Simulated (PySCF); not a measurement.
## Radial density of Ag⁺ (silver, charge +1)

UHF, [Kr] 4d9 5s1, high-spin 3D determinant (an excited configuration). Computed with PySCF 2.14 in x2c-TZVPPall with one added diffuse shell each of s, p, d, f type (9s7p7d3f1g, 95 functions), with the spin-free X2C one-electron Hamiltonian (Gaussian nucleus).

```
r (bohr)  4πr²ρ (e/bohr)  4πr²(ρα − ρβ)
  0.0323           54.84        -0.0001
  0.0543           55.01         0.0051
  0.0914           75.86         0.0481
   0.154           55.95         0.1439
   0.259           59.42         0.2173
   0.435           35.95        -0.0025
   0.732           17.42         0.6016
    1.23           12.86         0.8013
    2.07           2.557         0.6356
    3.48          0.3556         0.2712
    5.86         0.01418         0.0140
    9.85       2.697e-05         0.0000
```

Densities and radii are taken from the X2C orbitals without a picture-change correction, which distorts them close to the nucleus.

Q: Where is the radial spin density 4πr²(ρα − ρβ) most negative, and why is it negative at all?

A: Around r = 0.435 bohr, down to -0.0025 e/bohr: exchange with the open shell polarises the paired shells in an unrestricted calculation.
